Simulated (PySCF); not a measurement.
C4H8BF, SMILES CB(C)/C=C\F.

Coordinates come from a B3LYP-D3(BJ)/def2-SVP optimisation. The structure was generated by enumeration; whether it is a known compound was not checked. Other conformers were not sampled.

Level of theory: TDDFT-PBE/def2-SVPD (PySCF).

Vertical excitations. Isolated molecule, no solvent.

Computed excitation energies, oscillator strengths and character:
```csv
state,energy (eV),λ (nm),f,main pairs
S1,4.90,253,0.002,HOMO−1→LUMO 97 %
S2,5.20,238,0.002,HOMO−2→LUMO 99 %
S3,5.57,223,0.267,HOMO→LUMO 92 %
S4,6.62,187,0.004,HOMO−3→LUMO 90 %
S5,6.63,187,0.007,HOMO→LUMO+1 91 %
S6,6.88,180,0.001,HOMO−5→LUMO 99 %
S7,6.92,179,0.069,HOMO−4→LUMO 98 %
S8,7.12,174,0.027,HOMO−1→LUMO+1 99 %
S9,7.31,170,0.009,HOMO→LUMO+2 100 %
S10,7.38,168,0.022,HOMO−2→LUMO+1 99 %
T1,3.70,335,0,HOMO→LUMO 98 %
T2,4.61,269,0,HOMO−1→LUMO 99 %
T3,4.82,257,0,HOMO−2→LUMO 99 %
T4,6.50,191,0,HOMO−3→LUMO 97 %
```
Triplets are in the Tamm–Dancoff approximation, which puts them higher than full response would, so one can lie above its singlet here.
